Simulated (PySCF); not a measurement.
Vertical excitation energies

Species: cyclo-(H2GeS)3.
Z-matrix (Å and degrees, PBE0-D3(BJ)/def2-SVP geometry), rows numbered from 1:
```
Ge
H   1  1.5324
H   1  1.5406  2  113.65
S   1  2.2303  2  106.35  3  -119.76
Ge  4  2.2305  1   98.32  2   174.99
H   5  1.5325  4  106.60  1  -174.42
H   5  1.5407  4  109.02  1   -51.59
S   5  2.2290  4  112.42  1    69.31
Ge  8  2.2297  5   98.49  4   -69.41
H   9  1.5327  8  106.41  5  -174.89
H   9  1.5407  8  108.89  5   -52.25
S   1  2.2300  2  106.27  3   119.76
```

The calculation used TDDFT PBE0/def2-SVPD, vertical, gas phase, core orbitals frozen in the response in PySCF. Relativistic effects, spin–orbit coupling among them, are left out although an element past zinc is present.

Task: What does the calculation give for the low-lying excited states?

Result: 

| state | E (eV) | λ (nm) | ν̃ (cm⁻¹) | f | main configurations (H = HOMO, L = LUMO) |
| --- | --- | --- | --- | --- | --- |
| S1 | 5.19 | 239.0 | 41840 | 0.0000 | H-1/H→L/L+1 (≥95%) |
| S2 | 5.30 | 233.7 | 42790 | 0.010 | H-1/H→L/L+1 (≥70%) |
| S3 | 5.31 | 233.7 | 42800 | 0.011 | H-1/H→L/L+1 (≥72%) |
| S4 | 5.42 | 228.9 | 43690 | 0.015 | H-1/H→L/L+1 (≥80%), H-1/H→L+2 (≥8%) |
| S5 | 5.42 | 228.6 | 43750 | 0.015 | H-1/H→L+2 (≥75%), H-2→L/L+1 (≥11%) |
| S6 | 5.43 | 228.2 | 43820 | 0.013 | H-1/H→L+2 (≥77%), H-2→L/L+1 (≥12%) |
| S7 | 5.68 | 218.3 | 45810 | 0.0000 | H-2→L/L+1 (≥71%), H-1/H→L+2 (≥12%) |
| S8 | 5.69 | 218.0 | 45870 | 0.0000 | H-2→L/L+1 (≥70%), H-1/H→L+2 (≥13%) |
| S9 | 5.79 | 214.3 | 46660 | 0.018 | H-2→L+2 (92%) |
| S10 | 5.96 | 208.2 | 48030 | 0.0000 | H-1/H→L+4 (≥49%), H-1/H→L+3 (≥42%) |
| S11 | 6.00 | 206.5 | 48420 | 0.0054 | H-1/H→L+3 (≥84%) |
| S12 | 6.01 | 206.3 | 48470 | 0.0033 | H-1/H→L+3 (≥48%), H-1/H→L+4 (≥37%) |
| S13 | 6.02 | 206.0 | 48550 | 0.0080 | H-1/H→L+4 (≥87%) |

Triplets, Tamm–Dancoff:

| state | E (eV) | λ (nm) | main configurations (H = HOMO, L = LUMO) |
| --- | --- | --- | --- |
| T1 | 4.81 | 257.6 | H-1/H→L/L+1 (≥46%), H-1/H→L+2 (≥31%) |
| T2 | 4.81 | 257.5 | H-1/H→L/L+1 (≥42%), H-1/H→L+2 (≥36%) |
| T3 | 4.86 | 255.1 | H-1/H→L/L+1 (≥90%) |
| T4 | 4.93 | 251.3 | H-1/H→L/L+1 (≥72%), H-2→L+2 (19%) |

The lowest singlet lies at 5.19 eV (239 nm, ultraviolet) and is dark (f under 0.0005); its leading configuration is HOMO-1/HOMO→LUMO/LUMO+1 (≥95%). The most intense listed level is S4/S5/S6 at 5.42 eV (229 nm, f = 0.043 summed), 0.23 eV above S1. S2/S3, S4/S5/S6, S7/S8 and S11/S12/S13 lie within about 0.01 eV of each other in each set; the point group C3v has degenerate representations, and within a degenerate level the listed configurations can mix freely. Löwdin shares by element: HOMO (one of a set within 0.03 eV) sulfur 86%, germanium 4% or more; LUMO (one of a set within 0.03 eV) sulfur 50%, germanium 14% or more (atoms not listed hold the other 36%). Weighted by f, the mean energy of these states is 5.56 eV. The listed states span 0.83 eV, and the widest gap between neighbours is 0.25 eV (S6 to S7). Orbital energies (eV): HOMO-3 -8.84, HOMO-2 -7.76, HOMO-1 -7.41, HOMO -7.40, LUMO -0.90, LUMO+1 -0.90, LUMO+2 -0.80. No computed singlet lies in the visible range (380 to 750 nm); the lowest, at 239 nm, stands 1.92 eV above its violet end (3.26 eV). Orbitals of the list HOMO-3 to LUMO+2 that lie within 0.01 eV of each other are written together with a slash and their weights summed (≥ marks a lower bound); for degenerate orbitals outside that list single weights are arbitrary. Singlets were solved by full linear response, triplets in the Tamm–Dancoff approximation. The highest level found (6.11 eV, f 0.0024 so far) is left out, since the window may have cut off a degenerate partner.

One conformer stands for the species.
